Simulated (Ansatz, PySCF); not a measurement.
C3H8Se, SMILES C([SeH])(C)C.

Geometry: r2SCAN-D4/def2-SVP. One conformer was computed; it need not be the lowest.

Vertical ionisation energy (IE) and electron affinity (EA) in eV. Rows of orbital energies are one-electron estimates. Where ΔSCF, EOM or ADC give a negative EA the extra electron is unbound and the value depends on the basis.

```json
[
 {"level": "−ε(HOMO), −ε(LUMO), M06-2X/def2-TZVP (PySCF)", "IE": "?", "EA": "?"},
 {"level": "−ε(HOMO), −ε(LUMO), PBE/def2-TZVP (PySCF)", "IE": "5.27", "EA": "0.85"},
 {"level": "ΔSCF, PBE0/def2-SVPD (Ansatz), final states of multiplicity 2 and 2", "IE": "8.67", "EA": "-1.27"},
 {"level": "ΔSCF, PBE/def2-SVPD (Ansatz), final states of multiplicity 2 and 2", "IE": "8.61", "EA": "-1.10"}
]
```

**Question.** Complete the blanks. (An estimate is asked for; the answer gives what the named calculation found.)

**Answer.** 
- −ε(HOMO), −ε(LUMO), M06-2X/def2-TZVP (PySCF), IE: 7.58
- −ε(HOMO), −ε(LUMO), M06-2X/def2-TZVP (PySCF), EA: -0.78

**Question.** What vertical singlet–triplet gap does ΔSCF give with PBE0/def2-SVPD (Ansatz, a quantum-chemistry and plane-wave program) and with PBE/def2-SVPD (Ansatz)? (Estimate from the structure and the level; the computed values follow.)

**Answer.** 4.37 and 4.26 eV (triplet above singlet where positive).
